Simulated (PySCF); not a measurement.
Two species compared at the same levels of theory.

First species: C2H7NOSi.
SMILES with atom numbers: `[NH2:1][CH2:2][SiH2:3][CH:4]=[O:5]` (hydrogens: H6, H7 on N1; H8, H9 on C2; H10, H11 on Si3; H12 on C4)

Second species: C7H13B.
Cartesian coordinates in Å at the PBE0-D3(BJ)/def2-SVP level; atoms count from 1:
```
atom  x, y, z in Å
C1    -1.5069    1.2888   -1.4970
C2    -1.7318   -0.0219   -1.3291
C3    -1.2763   -0.8313   -0.1953
C4    -1.5632   -2.1457   -0.1707
C5    -0.4662   -0.1547    0.8669
B6     1.0178    0.2570    0.4824
C7     1.8051   -0.4894   -0.6498
C8     1.7213    1.3857    1.3219
H9    -0.9541    1.8857   -0.7659
H10   -1.8755    1.8155   -2.3800
H11   -2.2999   -0.5611   -2.0960
H12   -1.2446   -2.7895    0.6536
H13   -2.1232   -2.6162   -0.9832
H14   -0.3293   -0.8384    1.7283
H15   -1.0031    0.7162    1.2834
H16    2.5560    0.1436   -1.1479
H17    2.3816   -1.2838   -0.1339
H18    1.1760   -0.9888   -1.3999
H19    1.5299    2.3278    0.7699
H20    1.3061    1.5309    2.3312
H21    2.8163    1.2871    1.3809
```

Levels: B3LYP/def2-SVPD for dipole moment, HOMO energy, LUMO energy, HOMO–LUMO gap, static isotropic polarisability and electronic spatial extent ⟨r²⟩ about the centre of nuclear charge; TDDFT B3LYP/def2-SVPD for lowest singlet excitation; TDA B3LYP/def2-SVPD for lowest triplet excitation (Tamm–Dancoff); ΔSCF B3LYP/def2-SVPD for vertical ionisation energy; PBE0-D3(BJ)/def2-SVP for rotational constant A and rotational constant C. Geometries: PBE0-D3(BJ)/def2-SVP. Each structure is a single optimised conformer of the isolated species, non-relativistic unless stated; the electronic structure was computed with PySCF and density fitting.

Dipoles, sizes and rotational constants follow the conformer. The torsions of the flexible species, by atom-mapped SMILES:
- `[NH2:1][CH2:2][SiH2:3][CH:4]=[O:5]`: N1–C2–Si3–C4 -60°, C2–Si3–C4–O5 -157°, H–N1–C2–Si3 170°, H–N1–C2–Si3 -70°
- `[CH2:1]=[CH:2][C:3](=[CH2:4])[CH2:5][B:6]([CH3:7])[CH3:8]`: C1–C2–C3–C4 -179°, C2–C3–C5–B6 -71°, C3–C5–B6–C7 -25°

Values for the first species:

| Item | Value |
| --- | --- |
| Dipole moment | 4.17 D |
| HOMO energy | -6.54 eV |
| LUMO energy | -1.74 eV |
| HOMO–LUMO gap | 4.80 eV |
| Lowest singlet excitation | 3.14 eV |
| Lowest triplet excitation (Tamm–Dancoff) | 2.48 eV |
| Static isotropic polarisability | 66.3 au |
| Vertical ionisation energy | 8.76 eV |
| Electronic spatial extent ⟨r²⟩ about the centre of nuclear charge | 688 bohr² |
| Rotational constant A | 7.961 GHz |
| Rotational constant C | 1.791 GHz |

Problem. Estimate the same properties for the second species, and the change in each.

Solution. 
```csv
property,first,second,second less first
dipole moment,4.17 D,0.37 D,-3.80 D
HOMO energy,-6.54 eV,-6.43 eV,+0.11 eV
LUMO energy,-1.74 eV,-1.06 eV,+0.68 eV
HOMO–LUMO gap,4.80 eV,5.37 eV,+0.57 eV
lowest singlet excitation,3.14 eV,5.08 eV,+1.94 eV
lowest triplet excitation (Tamm–Dancoff),2.48 eV,3.18 eV,+0.70 eV
static isotropic polarisability,66.3 au,103.8 au,+37.5 au
vertical ionisation energy,8.76 eV,8.43 eV,-0.33 eV
electronic spatial extent ⟨r²⟩ about the centre of nuclear charge,688 bohr²,1189 bohr²,+501 bohr²
rotational constant A,7.961 GHz,2.617 GHz,-5.344 GHz
rotational constant C,1.791 GHz,1.175 GHz,-0.616 GHz
```

On the first: 1 of the 10 computed singlets lies in the visible range (750 to 380 nm, 1.65 to 3.26 eV), with an oscillator strength of 0.001. The principal polarisabilities are 55.2, 66.1 and 77.5 au; their mean is the isotropic value.

On the second: The dipole equals about 1.2 × 10⁻³⁰ C·m (1 D = 3.33564 × 10⁻³⁰ C·m). The ΔSCF ionisation energy exceeds −ε(HOMO) by 2.00 eV with B3LYP.
